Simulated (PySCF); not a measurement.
Cl₄Pt, charge -2, singlet, geometry from GFN2-xTB (such geometries of metal compounds can be far from the true shape) (core potentials on Pt).

Input for PySCF:
```python
from pyscf import gto, scf

mol = gto.M(
    atom='''
Pt    0.000000   -0.000000    0.000000
Cl    2.154161   -0.886434    0.054914
Cl    0.886524    2.154813    0.006996
Cl   -2.154161    0.886434   -0.054914
Cl   -0.886524   -2.154813   -0.006996
''',
    basis='def2-sv(p)',
    ecp={'Pt': 'def2-sv(p)'},
    charge=-2,
    spin=0,
    verbose=4,
    symmetry=True,
)

mf = scf.RHF(mol)
mf = mf.density_fit(auxbasis='def2-universal-jkfit')
mf.kernel()
mf.analyze()
```

What is the computed total energy (DF-HF/def2-SV(P) run with PySCF)?

-1955.9566 Eh

Predict the nuclear repulsion energy from DF-HF/def2-SV(P).

529.2573 Eh

What is the computed HOMO-LUMO gap (DF-HF/def2-SV(P))?

12.80 eV

Estimate the number of basis functions that DF-HF/def2-SV(P) returns for this input.

97

What HOMO energy does DF-HF/def2-SV(P) give?

-1.00 eV
